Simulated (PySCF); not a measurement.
A structure optimised at B3LYP-D3(BJ)/def2-SVP, used in a PySCF frequency run:

```xyz
12

B      0.0000     0.0000     0.4015
C      0.0000     0.0000    -1.1305
C      0.0000     0.0000    -2.3505
H      0.0000     0.0000    -3.4250
C      0.0125    -1.3710     1.1730
H      0.4373    -1.2976     2.1869
H     -1.0525    -1.6543     1.3028
H      0.4873    -2.1980     0.6241
C     -0.0125     1.3710     1.1730
H     -0.4373     1.2976     2.1869
H      1.0525     1.6543     1.3028
H     -0.4873     2.1980     0.6241
```
Charge 0, spin multiplicity 1.

Problem. Write its SMILES, formula and point group.

Solution. C#CB(C)C, C4H7B, C2

Problem. What are its rotational constants (standard atomic weights)?

Solution. 7.5535, 3.4859, 2.4571 GHz
